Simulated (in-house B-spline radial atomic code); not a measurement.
## Sc V (Sc4+): [Ne] 3s2 3p5

Level of theory: Dirac-Kohn-Sham PW91, spherical fractional occupations, Fermi nucleus of rms radius 3.5459 fm; calculated with a B-spline radial code for spherical atoms.

Screening seen three ways: the hydrogenic charge with the same mean radius, Z_r = [3n² - l(l+1)]/(2<r>), the one with the same energy, Z_e = n√(-2ε), and Slater's rules. Values are occupation-weighted means over j.

```json
{"shell": "1s", "electrons": "2", "ε (eV)": "-4454.9", "<r> (bohr)": "0.07304", "Z_r": "20.54", "Z_e": "18.09", "Slater": "20.70"}
{"shell": "2s", "electrons": "2", "ε (eV)": "-530.73", "<r> (bohr)": "0.3431", "Z_r": "17.49", "Z_e": "12.49", "Slater": "16.85"}
{"shell": "2p", "electrons": "6", "ε (eV)": "-444.92", "<r> (bohr)": "0.3072", "Z_r": "16.28", "Z_e": "11.44", "Slater": "16.85"}
{"shell": "3s", "electrons": "2", "ε (eV)": "-105.72", "<r> (bohr)": "1.032", "Z_r": "13.09", "Z_e": "8.36", "Slater": "10.10"}
{"shell": "3p", "electrons": "5", "ε (eV)": "-83.48", "<r> (bohr)": "1.089", "Z_r": "11.48", "Z_e": "7.43", "Slater": "10.10"}
```

The least bound orbital is 3p3/2 at -83.28 eV, and it is also the most diffuse (<r> = 1.091 bohr).

Spin-orbit splittings of the orbital energies (j = l + 1/2 above j = l - 1/2 when positive): 2p 4.656 eV, 3p 0.5898 eV.

For the 1s electron the small component carries 0.565 % of the norm, the zero-frequency Breit interaction raises the level by 4.219 eV, self-energy by 1.978 eV, and vacuum polarisation lowers it by 0.15 eV.
